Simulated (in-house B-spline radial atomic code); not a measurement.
Computed with a B-spline radial atomic code. Model: two electrons, singlet ground state, non-relativistic, full CI in B-splines with partial waves to l = 8 (at full coupling up to 3e-4 hartree above the limit, correlation up to 0.6 % small), density held at that of full coupling by Lieb maximisation.

W(λ) is the mean repulsion in the state of coupling λ less the Hartree energy of the fixed density. Its start is exact exchange, its initial slope is twice the second-order Görling-Levy correlation energy, and its area from 0 to 1 is E_xc. A straight curve means weak, dynamic correlation, and a curve that drops fast and flattens means strong correlation.

Command:
```bash
python run_ac.py task.json out
```
Settings (lengths in bohr, energies in hartree):
```
potential              dot
strength               0.0153
lmax                   8
second                 1.5
```

Time taken, with all properties: 2.9 min on 1 thread of Intel(R) Xeon(R) Processor @ 2.30GHz, on a shared host.

**W = mean repulsion less Hartree energy, and W of three functionals.**

Given: confinement charge in harmonic well; well frequency 0.0153 hartree; nuclear charge 1.5; external potential omega^2 r^2/2 - Z/r.

Computed: PBE exchange minus exact 3.607 millihartree; SCAN exchange minus exact -6.0431 millihartree.

```json
{"coupling": "0", "W xc (hartree)": "-0.71011", "W xc minus exchange (millihartree)": "0", "kinetic minus Kohn-Sham (millihartree)": "0", "LDA (PW92) W minus its exchange (millihartree)": "0", "PBE W minus its exchange (millihartree)": "0", "SCAN W minus its exchange (millihartree)": "0"}
{"coupling": "0.02", "W xc (hartree)": "-0.71209", "W xc minus exchange (millihartree)": "-1.98", "kinetic minus Kohn-Sham (millihartree)": "0.02", "LDA (PW92) W minus its exchange (millihartree)": "-10.95", "PBE W minus its exchange (millihartree)": "-1.69", "SCAN W minus its exchange (millihartree)": "-1.8"}
{"coupling": "0.05", "W xc (hartree)": "-0.71501", "W xc minus exchange (millihartree)": "-4.902", "kinetic minus Kohn-Sham (millihartree)": "0.12", "LDA (PW92) W minus its exchange (millihartree)": "-22.06", "PBE W minus its exchange (millihartree)": "-4.25", "SCAN W minus its exchange (millihartree)": "-4.42"}
{"coupling": "0.12", "W xc (hartree)": "-0.72161", "W xc minus exchange (millihartree)": "-11.503", "kinetic minus Kohn-Sham (millihartree)": "0.68", "LDA (PW92) W minus its exchange (millihartree)": "-41.4", "PBE W minus its exchange (millihartree)": "-10.25", "SCAN W minus its exchange (millihartree)": "-10.23"}
{"coupling": "0.25", "W xc (hartree)": "-0.73311", "W xc minus exchange (millihartree)": "-23.004", "kinetic minus Kohn-Sham (millihartree)": "2.8", "LDA (PW92) W minus its exchange (millihartree)": "-67.66", "PBE W minus its exchange (millihartree)": "-21.05", "SCAN W minus its exchange (millihartree)": "-20.19"}
{"coupling": "0.4", "W xc (hartree)": "-0.74528", "W xc minus exchange (millihartree)": "-35.172", "kinetic minus Kohn-Sham (millihartree)": "6.74", "LDA (PW92) W minus its exchange (millihartree)": "-90.74", "PBE W minus its exchange (millihartree)": "-32.77", "SCAN W minus its exchange (millihartree)": "-30.62"}
{"coupling": "0.6", "W xc (hartree)": "?", "W xc minus exchange (millihartree)": "?", "kinetic minus Kohn-Sham (millihartree)": "?", "LDA (PW92) W minus its exchange (millihartree)": "?", "PBE W minus its exchange (millihartree)": "?", "SCAN W minus its exchange (millihartree)": "?"}
{"coupling": "0.8", "W xc (hartree)": "?", "W xc minus exchange (millihartree)": "?", "kinetic minus Kohn-Sham (millihartree)": "?", "LDA (PW92) W minus its exchange (millihartree)": "?", "PBE W minus its exchange (millihartree)": "?", "SCAN W minus its exchange (millihartree)": "?"}
{"coupling": "1", "W xc (hartree)": "-0.78462", "W xc minus exchange (millihartree)": "-74.511", "kinetic minus Kohn-Sham (millihartree)": "33.62", "LDA (PW92) W minus its exchange (millihartree)": "-151.79", "PBE W minus its exchange (millihartree)": "-71.93", "SCAN W minus its exchange (millihartree)": "-64.38"}
{"coupling": "1.4", "W xc (hartree)": "-0.80466", "W xc minus exchange (millihartree)": "-94.55", "kinetic minus Kohn-Sham (millihartree)": "57.53", "LDA (PW92) W minus its exchange (millihartree)": "-179.3", "PBE W minus its exchange (millihartree)": "-92.6", "SCAN W minus its exchange (millihartree)": "-81.98"}
{"coupling": "2", "W xc (hartree)": "-0.82839", "W xc minus exchange (millihartree)": "-118.28", "kinetic minus Kohn-Sham (millihartree)": "97.56", "LDA (PW92) W minus its exchange (millihartree)": "-210.74", "PBE W minus its exchange (millihartree)": "-117.94", "SCAN W minus its exchange (millihartree)": "-103.49"}
{"coupling": "3", "W xc (hartree)": "-0.85685", "W xc minus exchange (millihartree)": "-146.74", "kinetic minus Kohn-Sham (millihartree)": "167.79", "LDA (PW92) W minus its exchange (millihartree)": "-248.29", "PBE W minus its exchange (millihartree)": "-150.01", "SCAN W minus its exchange (millihartree)": "-130.53"}
{"coupling": "4.5", "W xc (hartree)": "-0.88472", "W xc minus exchange (millihartree)": "-174.62", "kinetic minus Kohn-Sham (millihartree)": "270.7", "LDA (PW92) W minus its exchange (millihartree)": "-286.3", "PBE W minus its exchange (millihartree)": "-183.97", "SCAN W minus its exchange (millihartree)": "-158.6"}
{"coupling": "7", "W xc (hartree)": "-0.91235", "W xc minus exchange (millihartree)": "-202.24", "kinetic minus Kohn-Sham (millihartree)": "426.26", "LDA (PW92) W minus its exchange (millihartree)": "-326.58", "PBE W minus its exchange (millihartree)": "-221.08", "SCAN W minus its exchange (millihartree)": "-187.77"}
{"coupling": "10", "W xc (hartree)": "-0.93183", "W xc minus exchange (millihartree)": "-221.72", "kinetic minus Kohn-Sham (millihartree)": "589.42", "LDA (PW92) W minus its exchange (millihartree)": "-357.27", "PBE W minus its exchange (millihartree)": "-249.9", "SCAN W minus its exchange (millihartree)": "-208.52"}
```

Task: What belongs in the row 0.6?

Result: W xc (hartree): -0.7599; W xc minus exchange (millihartree): -49.79; kinetic minus Kohn-Sham (millihartree): 14.02; LDA (PW92) W minus its exchange (millihartree): -115.1; PBE W minus its exchange (millihartree): -47.11; SCAN W minus its exchange (millihartree): -43.11.

Task: What belongs in the row 0.8?

Result: W xc (hartree): -0.77293; W xc minus exchange (millihartree): -62.827; kinetic minus Kohn-Sham (millihartree): 23.12; LDA (PW92) W minus its exchange (millihartree): -134.96; PBE W minus its exchange (millihartree): -60.11; SCAN W minus its exchange (millihartree): -54.29.

Task: What is the LDA exchange minus exact?

Result: 95.725 millihartree.

**Energy parts, natural occupations and partial-wave weights.**

Computed: exchange energy -0.71011 hartree; correlation energy -0.040895 hartree; kinetic part of the DFT correlation energy 0.033616 hartree; kinetic part over minus potential part 0.45116; Hartree energy 1.4202 hartree; Kohn-Sham kinetic 1.4327 hartree; Lieb Oxford ratio E_xc over LDA exchange 1.2224.

```tsv
natural	occupation of the shell (electrons)
s	1.9683
s	0.017252
p	?
d	0.00048106
p	0.00037633
s	0.00021999
```

Task: What belongs in the row p?

Result: occupation of the shell (electrons): 0.01314.

| wave | weight |
| --- | --- |
| s | 0.99291 |
| p | 0.0067746 |
| d | 0.0002678 |
| f | ? |
| g | 7.8395e-06 |

Task: What belongs in the row f?

Result: weight: 3.5043e-05.

Task: What is the total energy?

Result: -1.4646 hartree.

Task: What is the initial slope twice GL2?

Result: -0.099665 hartree.

Half-way to full coupling W has made 57 % of its drop, against 50 % for a straight line, and second-order (GL2) theory, half the initial slope, overshoots the correlation energy by about 22 %: a moderate bend, as in light atoms. Over couplings 0 to 1 the errors in E_xc come to about +40 millihartree for LDA, +5.8 millihartree for PBE, -0.6 millihartree for SCAN, so SCAN is nearest. In LDA and SCAN the errors of exchange and correlation have opposite signs, so the sum is smaller than the larger of the two.
